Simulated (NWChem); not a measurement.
Species: GaP, triplet; SMILES [P]=[Ga]

All runs: NWChem. Pople sets run with spherical d functions. Spin-unrestricted. Medium grid unless said otherwise, to which SCAN and Minnesota functionals are sensitive. Geometry: optimised at PBE-D3(BJ)/def2-SVP, spin-unrestricted. No stability test was run on the SCF state. Level r2SCAN/6-31G*: energy and gradient; each run changes one setting, and changes count from the defaults (medium grid, exact Coulomb integrals, symmetry on).

**Question.** Which setting moves the energy most, and by about how much (coarse grid; Coulomb fitting, Weigend set; defaults; tight SCF thresholds and tolerances)?

**Answer.** Coulomb fitting, Weigend set, by about 300 μHa.
```tsv
setting	size of the energy change (μHa)	largest change of a gradient component (μHa/bohr)	time, defaults = 1 (rough)
defaults	< 10	< 30	about 1
Coulomb fitting, Weigend set	300	< 30	0.1
tight SCF thresholds and tolerances	< 10	50	about 1
coarse grid	40	< 30	about 1
```
